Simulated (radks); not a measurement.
The lithium ion Li+ inside a hard spherical wall (all orbitals vanish at R), configuration held at [He] and not refilled when levels cross. Calculated with a radial shooting solver on a logarithmic mesh with Libxc functionals: scalar-relativistic Kohn-Sham, LDA (Slater exchange, VWN5 correlation), spin-polarised, spherical densities, point nucleus. Eigenvalues in eV for spin up, with the zero of energy where the potential of the charges vanishes at infinity; a dash marks a level that is unbound or too diffuse for the functional's potential to be trusted. A positive occupied level is held by the wall or, in an anion where self-interaction has pushed it up, behind a barrier. The pressure on the wall is -dE/dV.

R (bohr)  E (hartree)  kinetic (hartree)    e(1s)  e(2s, empty)  e(2p, empty)  pressure (GPa)
free         -7.14359              7.059  -59.606        -6.529        -4.570               0
10           -7.14359              7.059  -59.606        -6.518        -4.532        < 0.0001
8            -7.14359              7.059  -59.606        -6.438        -4.390        < 0.0001
6            -7.14359              7.059  -59.606        -5.898        -3.753        < 0.0001
4            -7.14357              7.059  -59.603        -2.030        -0.526          0.0139
3.5          -7.14342              7.061  -59.592         1.171         1.764           0.126
3            -7.14243              7.071  -59.531         7.181         5.736            1.16
2.5          -7.13585              7.123  -59.217        19.312        13.164            10.8
